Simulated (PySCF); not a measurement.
A side-by-side comparison of computed properties.

First species: C4H4N2O2S.
InChI=1S/C4H4N2O2S/c1-5-3-2(7)4(9)8-6-3/h7,9H,1H2

Second species: C5H5FN2.
SMILES: `C=Cc1cnc(F)[nH]1`

Levels: PBE0/def2-SVPD for dipole moment, HOMO energy, LUMO energy, HOMO–LUMO gap, static isotropic polarisability and electronic spatial extent ⟨r²⟩ about the centre of nuclear charge; TDDFT PBE0/def2-SVPD for lowest singlet excitation; TDA PBE0/def2-SVPD for lowest triplet excitation (Tamm–Dancoff); GFN2-xTB for rotational constant A and rotational constant C. Geometries: GFN2-xTB. Each species is one conformer at its optimised geometry, gas phase, non-relativistic unless stated. Electronic properties by PySCF.

Dipoles, sizes and rotational constants follow the conformer. The torsions of the flexible species, by atom-mapped SMILES:
- `[CH2:1]=[N:2][c:3]1[n:4][o:5][c:6]([SH:7])[c:8]1[OH:9]`: C1–N2–C3–N4 0°, H–S7–C6–O5 180°, H–O9–C8–C6 180°
- `[CH2:1]=[CH:2][c:3]1[cH:4][n:5][c:6]([F:7])[nH:8]1`: C1–C2–C3–C4 180°

| property | column X | column Y |
| --- | --- | --- |
| dipole moment | 2.50 D | 3.36 D |
| HOMO energy | -6.46 eV | -6.41 eV |
| LUMO energy | -2.02 eV | -1.00 eV |
| HOMO–LUMO gap | 4.44 eV | 5.41 eV |
| lowest singlet excitation | 3.68 eV | 5.06 eV |
| lowest triplet excitation (Tamm–Dancoff) | 2.87 eV | 3.07 eV |
| static isotropic polarisability | 94.6 au | 76.0 au |
| electronic spatial extent ⟨r²⟩ about the centre of nuclear charge | 1459 bohr² | 968 bohr² |
| rotational constant A | 3.425 GHz | 5.311 GHz |
| rotational constant C | 0.723 GHz | 1.128 GHz |

Q: Which column belongs to which species?

A: Column X is the first species and column Y the second. The first has 13 atoms and 74 electrons, the second 13 and 58.

Q: How does each property change from the first species to the second?

A: dipole moment +0.86 D; HOMO energy +0.05 eV; LUMO energy +1.02 eV; HOMO–LUMO gap +0.97 eV; lowest singlet excitation +1.38 eV; lowest triplet excitation (Tamm–Dancoff) +0.20 eV; static isotropic polarisability -18.6 au; electronic spatial extent ⟨r²⟩ about the centre of nuclear charge -491 bohr²; rotational constant A +1.886 GHz; rotational constant C +0.405 GHz.

On the first: The vertical singlet–triplet gap S1 − T1 is 0.81 eV (TDDFT singlet less Tamm–Dancoff triplet; S1: HOMO→LUMO, weight 0.99; T1: HOMO→LUMO, weight 0.84). The polarisability is 14.02 Å³ as a volume (1 au = 0.148185 Å³), or 1.28 au for each of the 74 electrons. GFN2-xTB frequencies show an imaginary mode (26i cm⁻¹), so this geometry is no minimum at that level.

On the second: The 6 singlets span 5.06 to 6.65 eV, and their oscillator strengths add up to 0.50. The polarisability is 11.26 Å³ as a volume (1 au = 0.148185 Å³), or 1.31 au for each of the 58 electrons.
